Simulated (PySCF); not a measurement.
PySCF job for AlH2Cl, SMILES [AlH2][Cl], ADC(2)/aug-cc-pVDZ. Geometry optimised at B3LYP-D3(BJ)/def2-TZVP.

```python
import numpy as np
from pyscf import gto, scf, dft, adc

mol = gto.M(
    atom='''
    Al    0.00000000    0.00000000    1.07346169
    H     0.00000000   -1.39137328    1.79925321
    H     0.00000000    1.39137327    1.79925322
    Cl    0.00000000    0.00000000   -1.03255931
    ''',
    basis='aug-cc-pVDZ',
    charge=0,
    spin=0,
    max_memory=1600,
    verbose=4,
)
mf = scf.RHF(mol)
mf.conv_tol = 1e-10
mf.max_cycle = 100
mf.kernel()
res = {}
for kind, nroots in (('ee', 6), ('ip', 6), ('ea', 2)):
    a = adc.ADC(mf).density_fit('aug-cc-pvdz-ri')
    a.method, a.method_type = 'adc(2)', kind
    e, v, p, x = a.kernel(nroots=nroots)
    res[kind] = (e * 27.211386245988, p)
for kind, (e, p) in res.items():
    print(kind, 'energies / eV', np.round(e, 3), 'strengths', np.round(p, 4))
```

Program output:

```
PySCF version 2.14.0

[INPUT] verbose = 4
[INPUT] num. atoms = 4
[INPUT] num. electrons = 32
[INPUT] charge = 0
[INPUT] spin (= nelec alpha-beta = 2S) = 0
[INPUT] symmetry False subgroup None
[INPUT] Mole.unit = angstrom
[INPUT] Symbol           X                Y                Z      unit          X                Y                Z       unit  Magmom
[INPUT]  1 Al     0.000000000000   0.000000000000   1.073461690000 AA    0.000000000000   0.000000000000   2.028548599313 Bohr   0.0
[INPUT]  2 H      0.000000000000  -1.391373280000   1.799253210000 AA    0.000000000000  -2.629314436238   3.400095795645 Bohr   0.0
[INPUT]  3 H      0.000000000000   1.391373270000   1.799253220000 AA    0.000000000000   2.629314417341   3.400095814542 Bohr   0.0
[INPUT]  4 Cl     0.000000000000   0.000000000000  -1.032559310000 AA    0.000000000000   0.000000000000  -1.951254303270 Bohr   0.0

nuclear repulsion = 70.1903215182195
number of shells = 26
number of NR pGTOs = 122
number of NR cGTOs = 72
basis = aug-cc-pVDZ
ecp = {}


[settings echo left out]
init E= -702.451456725361
  HOMO = -0.330082693544153  LUMO = -0.000299909541937815  gap/eV = 8.97385
cycle= 1 E= -702.616493543183  delta_E= -0.165  |g|= 0.255  |ddm|= 1.25
  HOMO = -0.421553846733271  LUMO = 0.00569004603095546  gap/eV = 11.62590
cycle= 2 E= -702.643144623887  delta_E= -0.0267  |g|= 0.0909  |ddm|= 0.47
  HOMO = -0.433541097397717  LUMO = 0.016740067144887  gap/eV = 12.25277
cycle= 3 E= -702.645983574383  delta_E= -0.00284  |g|= 0.0198  |ddm|= 0.127
  HOMO = -0.431069665228911  LUMO = 0.017989744607958  gap/eV = 12.21953
cycle= 4 E= -702.646227478764  delta_E= -0.000244  |g|= 0.00238  |ddm|= 0.0605
  HOMO = -0.431637978101433  LUMO = 0.0177033903826569  gap/eV = 12.22720
cycle= 5 E= -702.646231450088  delta_E= -3.97e-06  |g|= 0.000516  |ddm|= 0.00591
  HOMO = -0.431616700722496  LUMO = 0.017708043592922  gap/eV = 12.22675
cycle= 6 E= -702.646231648639  delta_E= -1.99e-07  |g|= 0.000172  |ddm|= 0.000816
  HOMO = -0.431641541765824  LUMO = 0.0177060203472639  gap/eV = 12.22737
cycle= 7 E= -702.646231673406  delta_E= -2.48e-08  |g|= 3.75e-05  |ddm|= 0.000382
  HOMO = -0.431639080350415  LUMO = 0.0177084288062006  gap/eV = 12.22737
cycle= 8 E= -702.646231674695  delta_E= -1.29e-09  |g|= 5.43e-06  |ddm|= 8.95e-05
  HOMO = -0.431639797546966  LUMO = 0.0177083331407295  gap/eV = 12.22739
cycle= 9 E= -702.646231674716  delta_E= -2.14e-11  |g|= 5.51e-07  |ddm|= 1.71e-05
  HOMO = -0.431639830979615  LUMO = 0.0177083223054697  gap/eV = 12.22739
Extra cycle  E= -702.646231674717  delta_E= -9.09e-13  |g|= 1.81e-07  |ddm|= 1.34e-06
converged SCF energy = -702.646231674717

******** <class 'pyscf.adc.radc.RADC'> ********
******** ADC Orbital Information ********
Number of Frozen Occupied Orbitals: 0
Number of Frozen Virtual Orbitals: 0
Number of Active Occupied Orbitals: 16
Number of Active Virtual Orbitals: 56
*****************************************
******** <class 'pyscf.df.df.DF'> ********
auxbasis = aug-cc-pvdz-ri
Reference correlation energy (doubles): -0.23106610
MP2 correlation energy of reference state (a.u.) = -0.23106610

******** <class 'pyscf.adc.radc_ee.RADCEE'> ********
max_space = 12
max_cycle = 50
conv_tol = 1e-08

*************************************************************
        ADC calculation summary (singlet states only)
*************************************************************
adc(2) root 0  |  Energy (Eh) =   0.2175322105  |  Energy (eV) =   5.91935295  |  Osc. strength = 0.00000000  |  conv = True
adc(2) root 1  |  Energy (Eh) =   0.2723649932  |  Energy (eV) =   7.41142897  |  Osc. strength = 0.00000000  |  conv = True
adc(2) root 2  |  Energy (Eh) =   0.2788304283  |  Energy (eV) =   7.58736242  |  Osc. strength = 0.02318402  |  conv = True
adc(2) root 3  |  Energy (Eh) =   0.2817650753  |  Energy (eV) =   7.66721823  |  Osc. strength = 0.04642342  |  conv = True
adc(2) root 4  |  Energy (Eh) =   0.3071671780  |  Energy (eV) =   8.35844465  |  Osc. strength = 0.13272106  |  conv = True
adc(2) root 5  |  Energy (Eh) =   0.3126811081  |  Energy (eV) =   8.50848633  |  Osc. strength = 0.02921362  |  conv = True

******** <class 'pyscf.adc.radc.RADC'> ********
******** ADC Orbital Information ********
Number of Frozen Occupied Orbitals: 0
Number of Frozen Virtual Orbitals: 0
Number of Active Occupied Orbitals: 16
Number of Active Virtual Orbitals: 56
*****************************************
******** <class 'pyscf.df.df.DF'> ********
auxbasis = aug-cc-pvdz-ri
Reference correlation energy (doubles): -0.23106610
MP2 correlation energy of reference state (a.u.) = -0.23106610

******** <class 'pyscf.adc.radc_ip.RADCIP'> ********
max_space = 12
max_cycle = 50
conv_tol = 1e-08

*************************************************************
        ADC calculation summary (doublet states only)
*************************************************************
adc(2) root 0  |  Energy (Eh) =   0.4039973315  |  Energy (eV) =  10.99332734  |  Spec. factor = 1.83389343  |  conv = True
adc(2) root 1  |  Energy (Eh) =   0.4315583537  |  Energy (eV) =  11.74330095  |  Spec. factor = 1.81177097  |  conv = True
adc(2) root 2  |  Energy (Eh) =   0.4557708203  |  Energy (eV) =  12.40215573  |  Spec. factor = 1.84285810  |  conv = True
adc(2) root 3  |  Energy (Eh) =   0.4601323249  |  Energy (eV) =  12.52083831  |  Spec. factor = 1.83153215  |  conv = True
adc(2) root 4  |  Energy (Eh) =   0.5608371427  |  Energy (eV) =  15.26115598  |  Spec. factor = 1.83148708  |  conv = True
adc(2) root 5  |  Energy (Eh) =   0.8809905709  |  Energy (eV) =  23.97297451  |  Spec. factor = 0.00007730  |  conv = True

******** <class 'pyscf.adc.radc.RADC'> ********
******** ADC Orbital Information ********
Number of Frozen Occupied Orbitals: 0
Number of Frozen Virtual Orbitals: 0
Number of Active Occupied Orbitals: 16
Number of Active Virtual Orbitals: 56
*****************************************
******** <class 'pyscf.df.df.DF'> ********
auxbasis = aug-cc-pvdz-ri
Reference correlation energy (doubles): -0.23106610
MP2 correlation energy of reference state (a.u.) = -0.23106610

******** <class 'pyscf.adc.radc_ea.RADCEA'> ********
max_space = 12
max_cycle = 50
conv_tol = 1e-08

*************************************************************
        ADC calculation summary (doublet states only)
*************************************************************
adc(2) root 0  |  Energy (Eh) =  -0.0008616758  |  Energy (eV) =  -0.02344739  |  Spec. factor = 1.94011769  |  conv = True
adc(2) root 1  |  Energy (Eh) =   0.0269754363  |  Energy (eV) =   0.73403901  |  Spec. factor = 1.98649237  |  conv = True
ee energies / eV [5.919 7.411 7.587 7.667 8.358 8.508] strengths [0.     0.     0.0232 0.0464 0.1327 0.0292]
ip energies / eV [10.993 11.743 12.402 12.521 15.261 23.973] strengths [1.8339e+00 1.8118e+00 1.8429e+00 1.8315e+00 1.8315e+00 1.0000e-04]
ea energies / eV [-0.023  0.734] strengths [1.9401 1.9865]
```

The calculation finished and met its thresholds.
